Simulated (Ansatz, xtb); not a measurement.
Molecule: C$_{3}$H$_{5}$O, net charge -1, singlet state. It need not be the lowest isomer of its formula. Whether it binds its extra electron was not tested at this geometry. 
Coordinates optimised at B3LYP-D3(BJ)/def2-TZVP (Ansatz, a first-principles code):
```
C
C 1 1.3788
H 2 1.0881 1 123.24
H 1 1.0958 2 112.46 3 172.24
C 1 1.3967 4 115.00 2 -179.68
H 5 1.0845 1 119.98 4 14.28
H 5 1.0873 6 116.43 1 -162.59
O 2 1.4405 3 113.46 1 159.81
H 8 0.9676 2 107.89 3 -88.63
```
Charge -1, spin multiplicity 1.

Harmonic wavenumbers from GFN2-xTB (xtb, at its own minimum), cm⁻¹: 200, 238, 275, 348, 485, 525, 575, 902, 961, 1017, 1124, 1223, 1291, 1331, 1482, 1678, 2834, 2958, 2987, 3031, 3577.

Q: Give the harmonic wavenumbers at B3LYP-D3(BJ)/def2-TZVP (Ansatz, finite differences of forces, unscaled).

A: 155, 274, 362, 385, 484, 547, 608, 900, 955, 1048, 1208, 1224, 1259, 1295, 1461, 1586, 3018, 3083, 3090, 3157, 3586 cm⁻¹. Zero-point energy 42.4 kcal/mol.

Q: From these and the geometry, give the ideal-gas thermochemistry at 298.15 K and 1 atm (rigid rotor, harmonic oscillator).

A: Point group C1, rotational symmetry number 1. Rotational constants 44.17, 4.022, 3.754 GHz. S(trans) 38.05, S(rot) 23.69, S(vib) 8.49, S(elec, spin only) 0.00, S 70.2 cal/(mol K). H(298) - H(0) 3.96 kcal/mol; G - E(el) 25.5 kcal/mol.
